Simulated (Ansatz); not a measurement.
**From GaH3 to Ga(NH2)3: predicting a member**

On one Ga centre, n of the H ligands are replaced by NH2. The atomisation energy (no zero-point term) y in kJ/mol at CCSD(T)/def2-TZVPP. Shapes, held fixed at every level: PBE0-D4/def2-TZVP. Programs: Ansatz 0.2.0.

```
 molecule  n  y (kJ/mol)
     GaH3  0         832
GaH2(NH2)  1           ?
GaH(NH2)2  2        2397
 Ga(NH2)3  3        3159
```

Task: Fit y = c + s·n to the known rows and predict GaH2(NH2).

Result: 
1. Means of the 3 rows: n = 1.66667, y = 2129.3.
2. Σ(Δn)² = 4.6667, Σ(Δn·Δy) = 3624.3, so the slope is 3624.3/4.6667 = 776.63.
3. Intercept: 2129.3 − (776.63) × 1.66667 = 834.9. The largest residual of the fit is 8.8.
4. GaH2(NH2): 834.9 + (776.63) × 1 = 1612 kJ/mol.

The run gave 1625 kJ/mol, so the prediction is off by -13 kJ/mol, about the scatter of the fit. The steps per swap are +793, +772, +762 kJ/mol. The slope is the difference between a Ga–NH2 and a Ga–H bond with the ligands’ own bonds. Other levels give for GaH2(NH2): HF/def2-TZVPP 1135; r2SCAN-D4/def2-TZVPP 1649; B3LYP-D4/def2-TZVPP 1653 kJ/mol. Relativity is left out for Ga unless named. Correlated rows may include outer-core shells of Ga, which these sets cover unevenly.
